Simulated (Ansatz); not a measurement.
C4H11BBrN (SMILES CCB(Br)N(C)C), singlet, geometry from GFN2-xTB, atoms displaced at random by about 0.08 Å a coordinate; B3LYP/STO-3G, gradient (Ansatz, an electronic-structure program).

Input for Ansatz:
Ansatz 0.2 input:
```yaml
crystal:
  periodic: [false, false, false]
  atoms:
    - {symbol: B, position_ang: [-0.20154140, 0.18732375, -0.35729925]}
    - {symbol: Br, position_ang: [0.45750150, -1.15717664, 0.82452768]}
    - {symbol: C, position_ang: [-0.61236480, -0.16574970, -1.85796879]}
    - {symbol: C, position_ang: [-0.48351996, -1.56440012, -2.22796834]}
    - {symbol: H, position_ang: [0.08544093, 0.54743701, -2.60116141]}
    - {symbol: H, position_ang: [-1.45583902, 0.29403964, -2.16460280]}
    - {symbol: H, position_ang: [-1.24554895, -2.03007860, -1.77195052]}
    - {symbol: H, position_ang: [0.63095853, -2.00815491, -2.04952038]}
    - {symbol: H, position_ang: [-0.76126938, -1.69415693, -3.31911401]}
    - {symbol: N, position_ang: [-0.15327470, 1.52944925, 0.29330850]}
    - {symbol: C, position_ang: [0.11772339, 1.95637610, 1.54937042]}
    - {symbol: C, position_ang: [-0.53083818, 2.75627650, -0.54540464]}
    - {symbol: H, position_ang: [1.22975092, 2.62422242, 1.58944576]}
    - {symbol: H, position_ang: [-0.76659469, 2.50285451, 2.06617074]}
    - {symbol: H, position_ang: [0.52252892, 1.10789908, 2.10164982]}
    - {symbol: H, position_ang: [-1.38736545, 3.22357785, -0.25947995]}
    - {symbol: H, position_ang: [0.29115309, 3.53942937, -0.70710397]}
    - {symbol: H, position_ang: [-0.79348559, 2.38368911, -1.67695679]}
basis:
  gaussian:
    orbitals: STO-3G
hamiltonian:
  xc: b3lyp
output: {forces: true}
```

The log (banner, timings and long lists left out):

```
Functional definition: B3LYP
757 factors; integrals over basis functions are off by at most 6.7e-5 eV
mean field evaluation 1: about -75693.4686 eV, gradient 1.5e1 eV
mean field evaluation 2: about -75693.2104 eV, gradient 1.9e1 eV
mean field evaluation 4: about -75694.3033 eV, gradient 9.5e-1 eV
mean field evaluation 8: about -75694.2027 eV, gradient 1.8e-2 eV
mean field -75694.20267165 eV, -2781.7106408096 hartree, gradient 3.4e-5 eV, S^2 0.000000; 0 other end points of the search recorded, 0 dependent functions left out
the calculation of the forces begins
reference -75694.20291052 eV, -2781.7106495880 hartree; 41, 41 occupied and 18, 18 virtual orbitals, 757 factors
Total energy: -75694.20291052 eV, -2781.7106495880 hartree
Atom 0 at    -0.201541     0.187324    -0.357299 Å, force     0.689017     2.037015     2.271735 eV/Å
Atom 1 at     0.457502    -1.157177     0.824528 Å, force    -0.080215    -0.415693    -0.063635 eV/Å
Atom 2 at    -0.612365    -0.165750    -1.857969 Å, force     6.666363     5.312587    -0.256774 eV/Å
Atom 3 at    -0.483520    -1.564400    -2.227968 Å, force     5.152659    -1.700688    -4.721703 eV/Å
Atom 4 at     0.085441     0.547437    -2.601161 Å, force    -1.053940    -2.301221     2.339989 eV/Å
Atom 5 at    -1.455839     0.294040    -2.164603 Å, force    -4.920972     1.240578    -0.756969 eV/Å
Atom 6 at    -1.245549    -2.030079    -1.771951 Å, force    -3.067686    -3.449732     2.967931 eV/Å
Atom 7 at     0.630959    -2.008155    -2.049520 Å, force    -3.521092     0.980343    -0.249345 eV/Å
Atom 8 at    -0.761269    -1.694157    -3.319114 Å, force     0.838118     0.105817     0.827906 eV/Å
Atom 9 at    -0.153275     1.529449     0.293309 Å, force    -2.480199    -1.280492    -8.658296 eV/Å
Atom 10 at     0.117723     1.956376     1.549370 Å, force     5.202235     3.372342     6.260081 eV/Å
Atom 11 at    -0.530838     2.756276    -0.545405 Å, force     3.335279    -2.960723    -6.249090 eV/Å
Atom 12 at     1.229751     2.624222     1.589446 Å, force    -4.135983    -1.161829    -0.249183 eV/Å
Atom 13 at    -0.766595     2.502855     2.066171 Å, force     1.670914    -0.718941    -0.545486 eV/Å
Atom 14 at     0.522529     1.107899     2.101650 Å, force    -0.846124    -0.794580     1.008513 eV/Å
Atom 15 at    -1.387365     3.223578    -0.259480 Å, force    -3.611116     1.985741     2.032476 eV/Å
Atom 16 at     0.291153     3.539429    -0.707104 Å, force    -0.718649    -1.217845     0.832239 eV/Å
Atom 17 at    -0.793486     2.383689    -1.676957 Å, force     0.881392     0.967323     3.209609 eV/Å
Dipole moment:    -0.142991     0.411393    -0.145573 e Å
```
